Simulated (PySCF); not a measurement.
# Electron correlation in Co (cobalt, neutral)

[Ar] 3d7 4s1 4p1, one real determinant (an excited configuration). All numbers are calculated (PySCF 2.14, no relativity, point nucleus, in def2-TZVPPD (6s6p4d2f1g, 67 functions)). Frozen: [Ne]; 17 electrons correlated.

| level | correlation energy (mhartree) |
| --- | --- |
| CCSD | -525.23 |
| (T) | -10.94 |
| CCSD(T) | -536.17 |

Diagnostics: T1 = 0.013, D1 = 0.0431, largest double amplitude 0.035.

Q: Is a single reference adequate?

A: Yes: T1 lies below 0.03 and no double amplitude reaches 0.07.

The reference is one real determinant that mixes LS terms of this configuration.

This basis was not built for core-valence correlation, so the inner-shell part is incomplete.
